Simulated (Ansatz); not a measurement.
Ansatz (a quantum-chemistry and plane-wave program) input file for C4H5F, SMILES C#C[C@H](C)F, PBE0-D3(BJ)/def2-SVP. 

Ansatz 0.2 input:
```yaml
crystal:
  periodic: [false, false, false]
  atoms:
    - {symbol: C, position_ang: [2.04154932, -0.71629033, -0.30006635]}
    - {symbol: C, position_ang: [0.98473627, -0.26804870, 0.03709016]}
    - {symbol: C, position_ang: [-0.31039934, 0.28847090, 0.39167390]}
    - {symbol: C, position_ang: [-1.41584711, -0.75604467, 0.28700017]}
    - {symbol: F, position_ang: [-0.60666463, 1.34759400, -0.45603358]}
    - {symbol: H, position_ang: [2.97228052, -1.11661994, -0.57263067]}
    - {symbol: H, position_ang: [-0.26575770, 0.72245174, 1.40202058]}
    - {symbol: H, position_ang: [-1.45849117, -1.14707388, -0.72708296]}
    - {symbol: H, position_ang: [-1.21433087, -1.57187507, 0.97574304]}
    - {symbol: H, position_ang: [-2.37395404, -0.30375197, 0.53206500]}
basis:
  gaussian:
    orbitals: def2-SVP
hamiltonian:
  xc: pbe0
  dispersion: d3bj
relax: {f_tol: 0.002, max_steps: 200}
```

Log of the run:

```
WARN ansatz: RAYON_NUM_THREADS=1 ignored (pool sized by the plan → 1); use --threads N
Functional definition: PBE0
integrals: 0.05 GiB planned
1073 factors; integrals over basis functions are off by at most 3.0e-4 eV
mean field: 0.34 GiB planned
mean field evaluation 1: about -6926.2150 eV, gradient 4.5e1 eV
mean field evaluation 2: about -6927.2193 eV, gradient 4.0e1 eV
mean field evaluation 4: about -6931.1642 eV, gradient 1.1e0 eV
mean field evaluation 8: about -6931.2062 eV, gradient 4.6e-2 eV
mean field evaluation 16: about -6931.2062 eV, gradient 3.6e-5 eV
mean field -6931.20620354 eV, -254.7171298398 hartree, gradient 3.6e-5 eV, S^2 0.000000; 0 other end points of the search recorded, 0 dependent functions left out
the calculation of the forces begins
reference -6931.20622634 eV, -254.7171306778 hartree; 19, 19 occupied and 76, 76 virtual orbitals, 1073 factors
relax step   1: F+E_penalty+E_count = -6931.35074622 eV  Δ(F+E_penalty+E_count) = +0.000e0 eV  max|allowed force component| = 9.710e-1 eV/Å  Δτ_max = 0.0000 Å  (26 SCF iters, accepted)
these checks for a lower state are left out or cut short: starts, cluster_reference, orbital_swaps, neighbouring_geometries, increment
integrals: 0.05 GiB planned
1073 factors; integrals over basis functions are off by at most 3.1e-4 eV
mean field: 0.34 GiB planned
mean field -6931.24462819 eV, -254.7185419197 hartree, gradient 1.2e-5 eV, S^2 0.000000; 0 other end points of the search recorded, 0 dependent functions left out
the calculation of the forces begins
reference -6931.24465102 eV, -254.7185427586 hartree; 19, 19 occupied and 76, 76 virtual orbitals, 1073 factors
relax step   2: F+E_penalty+E_count = -6931.38850153 eV  Δ(F+E_penalty+E_count) = -3.776e-2 eV  max|allowed force component| = 2.641e-1 eV/Å  Δτ_max = 0.0426 Å  (32 SCF iters, accepted)
these checks for a lower state are left out or cut short: starts, cluster_reference, orbital_swaps, neighbouring_geometries, increment
integrals: 0.05 GiB planned
1073 factors; integrals over basis functions are off by at most 3.1e-4 eV
mean field: 0.34 GiB planned
mean field -6931.24792828 eV, -254.7186631956 hartree, gradient 1.3e-5 eV, S^2 0.000000; 0 other end points of the search recorded, 0 dependent functions left out
the calculation of the forces begins
reference -6931.24795110 eV, -254.7186640343 hartree; 19, 19 occupied and 76, 76 virtual orbitals, 1073 factors
relax step   3: F+E_penalty+E_count = -6931.39166724 eV  Δ(F+E_penalty+E_count) = -3.166e-3 eV  max|allowed force component| = 1.174e-1 eV/Å  Δτ_max = 0.0117 Å  (32 SCF iters, accepted)
these checks for a lower state are left out or cut short: starts, cluster_reference, orbital_swaps, neighbouring_geometries, increment
integrals: 0.05 GiB planned
1073 factors; integrals over basis functions are off by at most 3.1e-4 eV
mean field: 0.34 GiB planned
mean field evaluation 32: about -6931.2099 eV, gradient 1.2e-3 eV
mean field -6931.24879075 eV, -254.7186948910 hartree, gradient 1.3e-5 eV, S^2 0.000000; 0 other end points of the search recorded, 0 dependent functions left out
the calculation of the forces begins
reference -6931.24881356 eV, -254.7186957292 hartree; 19, 19 occupied and 76, 76 virtual orbitals, 1073 factors
relax step   4: F+E_penalty+E_count = -6931.39248970 eV  Δ(F+E_penalty+E_count) = -8.225e-4 eV  max|allowed force component| = 8.854e-2 eV/Å  Δτ_max = 0.0067 Å  (32 SCF iters, accepted)
these checks for a lower state are left out or cut short: starts, cluster_reference, orbital_swaps, neighbouring_geometries, increment
integrals: 0.05 GiB planned
1073 factors; integrals over basis functions are off by at most 3.1e-4 eV
mean field: 0.34 GiB planned
mean field -6931.24945702 eV, -254.7187193758 hartree, gradient 1.3e-5 eV, S^2 0.000000; 0 other end points of the search recorded, 0 dependent functions left out
the calculation of the forces begins
reference -6931.24947981 eV, -254.7187202134 hartree; 19, 19 occupied and 76, 76 virtual orbitals, 1073 factors
relax step   5: F+E_penalty+E_count = -6931.39316475 eV  Δ(F+E_penalty+E_count) = -6.751e-4 eV  max|allowed force component| = 6.472e-2 eV/Å  Δτ_max = 0.0099 Å  (31 SCF iters, accepted)
these checks for a lower state are left out or cut short: starts, cluster_reference, orbital_swaps, neighbouring_geometries, increment
integrals: 0.05 GiB planned
1073 factors; integrals over basis functions are off by at most 3.1e-4 eV
mean field: 0.34 GiB planned
mean field -6931.24976078 eV, -254.7187305389 hartree, gradient 1.3e-5 eV, S^2 0.000000; 0 other end points of the search recorded, 0 dependent functions left out
the calculation of the forces begins
reference -6931.24978356 eV, -254.7187313760 hartree; 19, 19 occupied and 76, 76 virtual orbitals, 1073 factors
relax step   6: F+E_penalty+E_count = -6931.39345659 eV  Δ(F+E_penalty+E_count) = -2.918e-4 eV  max|allowed force component| = 4.388e-2 eV/Å  Δτ_max = 0.0087 Å  (32 SCF iters, accepted)
these checks for a lower state are left out or cut short: starts, cluster_reference, orbital_swaps, neighbouring_geometries, increment
integrals: 0.05 GiB planned
1073 factors; integrals over basis functions are off by at most 3.1e-4 eV
mean field: 0.34 GiB planned
mean field -6931.24978314 eV, -254.7187313606 hartree, gradient 1.2e-5 eV, S^2 0.000000; 0 other end points of the search recorded, 0 dependent functions left out
the calculation of the forces begins
reference -6931.24980592 eV, -254.7187321975 hartree; 19, 19 occupied and 76, 76 virtual orbitals, 1073 factors
relax step   7: F+E_penalty+E_count = -6931.39349835 eV  Δ(F+E_penalty+E_count) = -4.176e-5 eV  max|allowed force component| = 2.137e-2 eV/Å  Δτ_max = 0.0032 Å  (23 SCF iters, accepted)
these checks for a lower state are left out or cut short: starts, cluster_reference, orbital_swaps, neighbouring_geometries, increment
integrals: 0.05 GiB planned
1073 factors; integrals over basis functions are off by at most 3.1e-4 eV
mean field: 0.34 GiB planned
mean field -6931.24977647 eV, -254.7187311154 hartree, gradient 1.2e-5 eV, S^2 0.000000; 0 other end points of the search recorded, 0 dependent functions left out
the calculation of the forces begins
reference -6931.24979925 eV, -254.7187319525 hartree; 19, 19 occupied and 76, 76 virtual orbitals, 1073 factors
relax step   8: F+E_penalty+E_count = -6931.39351341 eV  Δ(F+E_penalty+E_count) = -1.506e-5 eV  max|allowed force component| = 1.870e-2 eV/Å  Δτ_max = 0.0040 Å  (24 SCF iters, accepted)
these checks for a lower state are left out or cut short: starts, cluster_reference, orbital_swaps, neighbouring_geometries, increment
integrals: 0.05 GiB planned
1073 factors; integrals over basis functions are off by at most 3.1e-4 eV
mean field: 0.34 GiB planned
mean field evaluation 64: about -6931.2109 eV, gradient 2.1e-1 eV
mean field -6931.24979899 eV, -254.7187319429 hartree, gradient 3.5e-5 eV, S^2 0.000000; 0 other end points of the search recorded, 0 dependent functions left out
the calculation of the forces begins
reference -6931.24982176 eV, -254.7187327799 hartree; 19, 19 occupied and 76, 76 virtual orbitals, 1073 factors
relax step   9: F+E_penalty+E_count = -6931.39353313 eV  Δ(F+E_penalty+E_count) = -1.973e-5 eV  max|allowed force component| = 1.986e-3 eV/Å  Δτ_max = 0.0016 Å  (20 SCF iters, accepted)
integrals: 0.05 GiB planned
1073 factors; integrals over basis functions are off by at most 3.1e-4 eV
mean field: 0.34 GiB planned
mean field -6931.24979899 eV, -254.7187319429 hartree, gradient 3.5e-5 eV, S^2 0.000000; 1 other end points of the search recorded, 0 dependent functions left out
the calculation of the forces begins
reference -6931.24982176 eV, -254.7187327799 hartree; 19, 19 occupied and 76, 76 virtual orbitals, 1073 factors
Total energy: -6931.39355591 eV, -254.7240149123 hartree
Atom 0 at     2.067753    -0.718002    -0.286685 Å, force    -0.001690     0.000708     0.001457 eV/Å
Atom 1 at     0.988941    -0.252477     0.001730 Å, force     0.001095     0.001700    -0.000497 eV/Å
Atom 2 at    -0.320919     0.290160     0.368856 Å, force    -0.000996    -0.000905    -0.000182 eV/Å
Atom 3 at    -1.422818    -0.746644     0.289696 Å, force     0.000663    -0.000040    -0.001042 eV/Å
Atom 4 at    -0.638490     1.347939    -0.458368 Å, force     0.001128    -0.001735     0.001986 eV/Å
Atom 5 at     3.027077    -1.126566    -0.546760 Å, force     0.000310    -0.000464    -0.000881 eV/Å
Atom 6 at    -0.253420     0.692025     1.396526 Å, force     0.000601     0.001547    -0.000733 eV/Å
Atom 7 at    -1.496795    -1.138005    -0.734643 Å, force    -0.000956    -0.000566     0.000241 eV/Å
Atom 8 at    -1.216199    -1.582648     0.972561 Å, force    -0.000461    -0.000660     0.000094 eV/Å
Atom 9 at    -2.382008    -0.286970     0.566866 Å, force     0.000305     0.000414    -0.000442 eV/Å
Dipole moment:     0.011488    -0.301108     0.221132 e Å
```

Self-consistency was reached.

Cost: roughly 29 core-seconds.
